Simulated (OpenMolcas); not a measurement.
A calculation on Re.

```json
{
 "Program": "OpenMolcas",
 "Method": "CASSCF",
 "Basis": "ANO-RCC-VQZP [9s8p6d4f3g2h]",
 "Scalar Hamiltonian": "DKH2, point nucleus",
 "Active space": "7 electrons in 11 orbitals (5d 6s 6d)",
 "State averaging": "2S+1 = 6 even, 6 roots; 2S+1 = 4 even, 17 roots kept (CI in the orbitals of an earlier block)",
 "Spin-orbit coupling": "state interaction with AMFI integrals over the reference wave functions, term energies averaged over their components"
}
```

Task: Which level of the active space comes out lowest?

Result: 5d5 6s2 6S 5/2, with 92 % of that term; it is also the measured ground level.

Task: How high does 5d6 6s 6D 9/2 lie?

Result: 9465 cm-1 above the lowest level; measured 11755 cm-1 above the ground level, so the calculation is off by -19 %.

Task: How high does 5d6 6s 6D 3/2 lie?

Result: 13199 cm-1 above the lowest level; measured 16328 cm-1 above the ground level, so the calculation is off by -19 %.

Task: How high does 5d6 6s 6D 1/2 lie?

Result: 13860 cm-1 above the lowest level; measured 17238 cm-1 above the ground level, so the calculation is off by -20 %.

Task: The level at 17556 cm-1 has J = 3/2. What is it made of, and what is its g factor?

Result: 46 % 5d5 6s2 4P 3/2, 31 % 5d5 6s2 4D, 23 % 5d6 6s 6D; g = 1.600, against 1.735 from Landé's formula for the pure leading term.

Measured values: NIST Handbook of Basic Atomic Spectroscopic Data.

Without dynamic correlation excited terms often stand tens of per cent too high (terms of higher spin than the ground term too low), and those without a measured partner can miss by more than the paired ones. Terms from blocks run as CI alone lack orbitals of their own. Active for correlation alone: 6d; no level in the range computed is led by a configuration that fills it, so any true level of that kind is missing. Measured partners are found by configuration, term and J. A level has none where our copy of the source lacks it or the pairing is in doubt (some pairs that miss far off the trend of their configuration count as doubtful), and it then counts in no deviation. Only configurations of the active space appear.
